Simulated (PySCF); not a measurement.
Vertical excitations of a molecule CH6Cl2Si2 from PySCF 2.14.0 with TDDFT-PBE/def2-SVPD, as energy in eV (oscillator strength): 5.97 (0.031), 6.14 (0.016), 6.57 (0.087), 6.67 (0.015), 6.74 (0.007), 6.81 (0.049), 6.83 (0.005), 6.95 (0.011), 7.02 (0.069), 7.15 (0.034). Lowest triplet (TDA): 5.43 eV. Coordinates come from a TPSSh-D3(BJ)/def2-SVP optimisation. One conformer was computed; it need not be the lowest.

Task: Identify the compound among the candidates.
A) C[SiH2][SiH](Cl)Cl
B) Cl[SiH2]C[SiH2]Cl
C) [SiH3]C[SiH](Cl)Cl
D) C[Si]([SiH3])(Cl)Cl

Result: D, C[Si]([SiH3])(Cl)Cl
